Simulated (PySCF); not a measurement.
## Which basis set comes closest?

Molecule: trans-1,4-dimethylcyclohexane (SMILES [C@H]1(C)CC[C@H](C)CC1).

Geometry (Å), atoms numbered from 1 in this order:
```xyz
24

C    -2.929    0.386   -0.061
C    -1.466    0.103   -0.368
C    -0.593    1.342   -0.173
C     0.877    1.065   -0.460
C     1.422   -0.094    0.375
C     2.884   -0.376    0.067
C     0.549   -1.333    0.179
C    -0.921   -1.056    0.466
H    -3.057    0.684    0.993
H    -3.322    1.202   -0.687
H    -3.556   -0.503   -0.233
H    -1.388   -0.191   -1.433
H    -0.704    1.690    0.872
H    -0.960    2.165   -0.810
H     1.479    1.972   -0.283
H     1.001    0.818   -1.531
H     1.343    0.201    1.439
H     3.013   -0.675   -0.987
H     3.511    0.513    0.238
H     3.278   -1.192    0.694
H     0.659   -1.681   -0.866
H     0.915   -2.155    0.816
H    -1.045   -0.808    1.537
H    -1.524   -1.963    0.289
```

Geometry PBE0-D3(BJ)/def2-SVP throughout; GIAO in PySCF 2.14, gas phase, one conformer, non-relativistic; equivalent atoms averaged; functional PBE0.

Reference values (measured; solution, not stated in the table (CDCl3 in this author's series); The use of chemical shift calculations in the conformational analysis of substituted benzenes, New J. Chem. 2019 (ESI)): δ(H12/H17) = 1.26 ppm, δ(H9/H10/H11/H18/H19/H20) = 0.86 ppm. Computed shifts are taken against TMS, calculated as an isolated molecule at each level.

Task: How do the basis sets STO-3G, pcSseg-0, 6-31G, 6-31G*, cc-pVDZ, def2-SVP, pcSseg-1, 6-311+G(2d,p), aug-cc-pVDZ perform against the reference? Times are CPU seconds on shared hosts with different chips, so compare them loosely.

Result: 
```tsv
basis set	functions	H12/H17	H9/H10/H11/H18/H19/H20	mean abs. error H	core-s
STO-3G	56	0.59	0.72	0.41	7.1
pcSseg-0	104	0.88	1.05	0.29	12
6-31G	104	1.48	1.05	0.21	14
6-31G*	144	1.46	0.91	0.12	20
cc-pVDZ	192	1.04	0.82	0.13	32
def2-SVP	192	0.96	0.78	0.19	29
pcSseg-1	216	0.96	0.90	0.17	44
6-311+G(2d,p)	312	1.15	0.83	0.07	63
aug-cc-pVDZ	328	1.22	0.91	0.05	74
```

For 1H the closest is aug-cc-pVDZ (0.05 ppm, with 6-311+G(2d,p) practically level) and the furthest STO-3G (0.41 ppm). Where a smaller basis beats a larger one, errors probably cancel. One molecule is a small sample, and vibrational and solvent effects are absent from the calculation.

A small basis that lands close on one nucleus may do so by chance; judge by the trend and by all nuclei.
